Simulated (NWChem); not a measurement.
System: H2SeS2; SMILES S[Se]S

```xyz
5

Se     0.0000     0.0000     0.7962
S      1.7874    -0.1063    -0.5440
H      1.9680     1.2216    -0.7375
S     -1.7874     0.1063    -0.5440
H     -1.9680    -1.2216    -0.7375
```
Atoms are numbered in this order, from 1.

All runs use the structure optimised with B3LYP/6-31G* (spherical d).

Spin-orbit effects, on the heavy nuclei and on their neighbours, are missing.

**Question.** Give the principal values of the shielding tensors (ppm) of Se1, S2 from LDA (Slater exchange, VWN5)/pcSseg-1, GIAO (NWChem), with their diamagnetic and paramagnetic parts as GIAO splits them.

**Answer.** 
| atom | σ11 | σ22 | σ33 | isotropic | diamagnetic | paramagnetic |
|---|---|---|---|---|---|---|
| Se1 | -184.8 | 961.1 | 1200.6 | 659.0 | 2997.2 | -2338.2 |
| S2 | 76.6 | 461.1 | 671.4 | 403.1 | 1054.8 | -651.7 |
